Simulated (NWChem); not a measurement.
System meant: boron oxyfluoride (BOF); SMILES O=BF

The following NWChem deck was run.

```
start job
memory heap 200 mb stack 700 mb global 900 mb
geometry units angstroms noautoz
  F      0.000000     0.000000    -1.208022
  B      0.000000     0.000000     0.086221
  O      0.000000     0.000000     1.305167
end
basis spherical
  * library def2-svp
end
dft
  xc b3lyp
  iterations 4
  mulliken
end
task dft energy
```

End of the output:

```
    Atom       Charge   Shell Charges
 -----------   ------   -------------------------------------------------------
    1 F    9     8.89   1.98  0.98  0.69  3.21  2.03  0.01
    2 B    5     5.06   1.96  0.48  0.17  1.38  0.61  0.47
    3 O    8     8.04   1.97  0.90  0.63  2.65  1.87  0.02

 center of mass
 --------------
 x =   0.00000000 y =   0.00000000 z =  -0.04624352

 moments of inertia (a.u.)
 ------------------
         196.500369590574           0.000000000000           0.000000000000
           0.000000000000         196.500369590574           0.000000000000
           0.000000000000           0.000000000000           0.000000000000

     Multipole analysis of the density
     ---------------------------------

     L   x y z        total         alpha         beta         nuclear
     -   - - -        -----         -----         ----         -------
     0   0 0 0     -0.000000    -11.000000    -11.000000     22.000000

     1   1 0 0      0.000000      0.000000      0.000000      0.000000
     1   0 1 0      0.000000      0.000000      0.000000      0.000000
     1   0 0 1     -0.758777     -0.379389     -0.379389     -0.000000

     2   2 0 0    -10.508736     -5.254368     -5.254368      0.000000
     2   1 1 0      0.000000      0.000000      0.000000      0.000000
     2   1 0 1      0.000000      0.000000      0.000000      0.000000
     2   0 2 0    -10.508736     -5.254368     -5.254368      0.000000
     2   0 1 1      0.000000      0.000000      0.000000      0.000000
     2   0 0 2    -14.411471    -55.055697    -55.055697     95.699924

 ------------------------------------------------------------------------
 dft energy failed                                                                                  0
 ------------------------------------------------------------------------
 ------------------------------------------------------------------------
  current input line :
    16: task dft energy
 ------------------------------------------------------------------------
 ------------------------------------------------------------------------
 This type of error is most commonly associated with calculations not reaching convergence criteria
 ------------------------------------------------------------------------
 For more information see the NWChem manual at https://nwchemgit.github.io

0:dft energy failed:Received an Error in Communication
```

### Question
Can this run be used? If not, why, and what is the fix?

### Answer
The run did not converge; its last values are not results. Cause: the SCF was allowed too few iterations. This input runs:
```
start job
memory heap 200 mb stack 700 mb global 900 mb
geometry units angstroms noautoz
  F      0.000000     0.000000    -1.208022
  B      0.000000     0.000000     0.086221
  O      0.000000     0.000000     1.305167
end
basis spherical
  F library def2-svp
  B library def2-svp
  O library def2-svp
end
dft
  xc b3lyp
  iterations 150
  mulliken
end
task dft energy
```
It converges to -199.85254 Ha (B3LYP/def2-SVP).
